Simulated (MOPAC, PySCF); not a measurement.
H3InS2, SMILES `[SH][InH][SH]` (H–S–In–S torsion 180°, S–In–S–H torsion 0°), neutral singlet in the gas phase. 

Z-matrix (Å, degrees):
```
In
H 1 1.6998
S 1 2.3770 2 122.24
H 3 1.3401 1 94.61 2 179.89
S 1 2.3806 2 124.02 3 -179.99
H 5 1.3400 1 94.79 2 -0.40
```
Charge 0, spin multiplicity 1.

All levels are single points at this geometry (CAM-B3LYP-D3(BJ)/def2-TZVP); Pople sets use spherical d functions. Orbital energies aren't observables, and empty levels follow the basis.

| level | HOMO (eV) | LUMO (eV) | gap (eV) | dipole (D) | vertical IE, Delta-SCF (eV) |
|---|---|---|---|---|---|
| CAM-B3LYP-D3(BJ)/def2-TZVP in PySCF | -8.68 | -0.61 | 8.07 | 1.59 | 9.54 |
| B3LYP/6-311+G** (LANL2DZ on In) in PySCF | -7.20 | -1.70 | 5.50 | 1.91 | – |
| BP86/6-31G* (LANL2DZ on In) in PySCF | -6.33 | -2.23 | 4.10 | 1.71 | – |
| M06-2X/6-31G* (LANL2DZ on In) in PySCF | -8.53 | -1.03 | 7.50 | 1.98 | – |
| PM3 in MOPAC | -10.12 | -2.98 | 7.15 | 1.62 | – |
| PM7 in MOPAC | -9.25 | -0.84 | 8.41 | 3.56 | – |
